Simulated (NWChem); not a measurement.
Everything below was run with NWChem. System: silylphosphine (H5PSi), charge 0, spin multiplicity 1, at a geometry optimised with PBE0/def2-SVP. Level: RHF/def2-TZVP.

Job file:

```
start mol
memory heap 200 mb stack 900 mb global 1100 mb
geometry units angstroms nocenter noautoz noautosym
  Si    -1.069609     0.096085     0.217974
  P      1.121573    -0.078012    -0.340513
  H     -1.838025    -0.881290    -0.610310
  H     -1.524182     1.478901    -0.118177
  H     -1.347945    -0.168308     1.662924
  H      1.297983    -1.314534     0.354487
  H      1.563097     0.710223     0.767147
end
basis spherical
  * library def2-tzvp
end
scf
  rhf
  nopen 0
  maxiter 100
  thresh 1e-7
  semidirect memsize 60000000 filesize 0
end
task scf energy
```

Output (cleaned and shortened):

```
             Northwest Computational Chemistry Package (NWChem) 7.3.0
             --------------------------------------------------------

                                NWChem Input Module
                                -------------------

 Scaling coordinates for geometry "geometry" by  1.889725989
 (inverse scale =  0.529177249)

                             Geometry "geometry" -> ""
                             -------------------------

 Output coordinates in angstroms (scale by  1.889725989 to convert to a.u.)

  No.       Tag          Charge          X              Y              Z
 ---- ---------------- ---------- -------------- -------------- --------------
    1 Si                  14.0000    -1.06960900     0.09608500     0.21797400
    2 P                   15.0000     1.12157300    -0.07801200    -0.34051300
    3 H                    1.0000    -1.83802500    -0.88129000    -0.61031000
    4 H                    1.0000    -1.52418200     1.47890100    -0.11817700
    5 H                    1.0000    -1.34794500    -0.16830800     1.66292400
    6 H                    1.0000     1.29798300    -1.31453400     0.35448700
    7 H                    1.0000     1.56309700     0.71022300     0.76714700

 Effective nuclear repulsion energy (a.u.)      89.8277698483

            Nuclear Dipole moment (a.u.)
            ----------------------------
        X                 Y               Z
 ---------------- ---------------- ----------------
    -0.0000056692     0.0000037795     0.0000226767


 Summary of "ao basis" -> "" (spherical)
 ------------------------------------------------------------------------------
       Tag                 Description            Shells   Functions and Types
 ---------------- ------------------------------  ------  ---------------------
 *                         def2-tzvp                  on all atoms

 Summary of "ao basis" -> "ao basis" (spherical)
 ------------------------------------------------------------------------------
       Tag                 Description            Shells   Functions and Types
 ---------------- ------------------------------  ------  ---------------------
[...]
    41     -0.254619  2 P  s                 52     -0.243791  2 P  px
    42     -0.242115  2 P  s                 55     -0.174849  2 P  px
    15      0.167558  1 Si px                40      0.151029  2 P  s

 Vector   18  Occ=0.000000D+00  E= 1.155489D-01
              MO Center= -4.4D-01,  1.2D-02,  2.2D-01, r^2= 8.0D+00
   Bfn.  Coefficient  Atom+Function         Bfn.  Coefficient  Atom+Function
  ----- ------------  ---------------      ----- ------------  ---------------
    42      2.035886  2 P  s                 18     -1.618772  1 Si px
    55     -0.869776  2 P  px                 5     -0.735797  1 Si s
    57      0.585041  2 P  pz                95     -0.416907  6 H  s
   101     -0.418705  7 H  s                 83     -0.326356  4 H  s
    77     -0.324005  3 H  s                 15     -0.247542  1 Si px

 Vector   19  Occ=0.000000D+00  E= 1.288127D-01
              MO Center=  1.8D-01, -2.7D-02,  1.2D-02, r^2= 6.8D+00
   Bfn.  Coefficient  Atom+Function         Bfn.  Coefficient  Atom+Function
  ----- ------------  ---------------      ----- ------------  ---------------
     5      1.895931  1 Si s                 55      1.048853  2 P  px
    89     -1.013937  5 H  s                 95     -0.919095  6 H  s
   101     -0.906801  7 H  s                 57      0.512075  2 P  pz
    83     -0.484889  4 H  s                 77     -0.478949  3 H  s
    42      0.415739  2 P  s                 18      0.365916  1 Si px

 Vector   20  Occ=0.000000D+00  E= 1.398100D-01
              MO Center=  9.6D-01, -9.2D-02, -1.2D-01, r^2= 4.7D+00
   Bfn.  Coefficient  Atom+Function         Bfn.  Coefficient  Atom+Function
  ----- ------------  ---------------      ----- ------------  ---------------
    56      1.439677  2 P  py               101     -1.199399  7 H  s
    95      1.183639  6 H  s                 19     -0.519146  1 Si py
    57      0.305111  2 P  pz                77     -0.279163  3 H  s
    83      0.242498  4 H  s                 55      0.203862  2 P  px

 center of mass
 --------------
 x =   0.08716023 y =   0.00281912 z =  -0.07018392

 moments of inertia (a.u.)
 ------------------
          51.568520240527          23.573061804750          62.554630913187
          23.573061804750         326.038525610961          -5.626633774215
          62.554630913187          -5.626633774215         315.266547440514

  Mulliken analysis of the total density
  --------------------------------------

    Atom       Charge   Shell Charges
 -----------   ------   -------------------------------------------------------
    1 Si  14    13.76   2.00  0.58  1.39  0.82  0.43  4.12  1.73  0.52  1.47  0.36  0.12  0.19  0.02
    2 P   15    15.21   2.01  0.53  1.44  0.99  0.72  4.17  1.70  0.68  1.90  0.89  0.06  0.12  0.01
    3 H    1     1.05   0.24  0.56  0.24  0.01
    4 H    1     1.05   0.24  0.56  0.24  0.01
    5 H    1     1.05   0.24  0.56  0.24  0.01
    6 H    1     0.95   0.23  0.53  0.17  0.02
    7 H    1     0.95   0.23  0.53  0.17  0.02

       Multipole analysis of the density wrt the origin
       ------------------------------------------------

     L   x y z        total         open         nuclear
     -   - - -        -----         ----         -------
     0   0 0 0     -0.000000      0.000000     34.000000

     1   1 0 0     -0.075419      0.000000     -0.000006
     1   0 1 0     -0.045715      0.000000      0.000004
     1   0 0 1      0.270777      0.000000      0.000023

     2   2 0 0    -23.521836      0.000000    166.169594
     2   1 1 0     -0.046616      0.000000    -13.408548
     2   1 0 1      1.154544      0.000000    -29.543803
     2   0 2 0    -22.111423      0.000000     19.444820
     2   0 1 1      0.193213      0.000000      3.048770
     2   0 0 2    -23.768903      0.000000     22.391822

 Task  times  cpu:        5.7s     wall:        5.7s

 Total times  cpu:        5.8s     wall:        5.8s
```
